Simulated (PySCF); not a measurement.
**Krypton: a sound run and one with changed settings**

Sound run: Kr⁺ [Ar] 3d10 4s2 4p5, Kr²⁺ [Ar] 3d10 4s2 4p4. All numbers are calculated (PySCF 2.14, the spin-free X2C one-electron Hamiltonian (Gaussian nucleus), in Sapporo-DKH3-DZP-2012). In the sound run the correlated levels freeze [Ar] 3d10. The sound run starts from symmetry-adapted Hartree-Fock orbitals and uses a fine grid where one is needed.

A second run was set up differently.

| species | method | sound run (hartree) | changed run (hartree) | converged |
| --- | --- | --- | --- | --- |
| Kr⁺ | MP2 | -2787.72815 | -2788.34725 | yes |
| Kr²⁺ | MP2 | -2786.85048 | -2787.46699 | yes |

Ionisation energy of Kr⁺:

```tsv
method	sound run (eV)	changed run (eV)
UHF	23.285	23.285
MP2	23.883	23.953
SCS-MP2	23.853	23.896
```

Problem. What was changed?
A. all electrons correlated in a valence basis
B. minimal basis
C. level shift left on
D. basis contracted for another Hamiltonian

Solution. A. A valence basis has no tight correlating functions, so it recovers only part of the core correlation, and not evenly between atom and ion.
